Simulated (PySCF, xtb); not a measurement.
C₄H₈OSi, SMILES [SiH3]/C=C1\CCO1.

GFN2-xTB in xtb at its own geometry gives an orbital gap of 4.35 eV and a dipole moment of 1.96 D.

Geometry: ωB97X-D3(BJ)/def2-SVP. The structure was generated by enumeration; whether it is a known compound was not checked.

What does PBE/def2-TZVP (PySCF) give? (An estimate is asked for; the answer gives what the named calculation found.)

gap 4.67 eV (levels -5.48 and -0.81 eV), dipole 2.38 D.
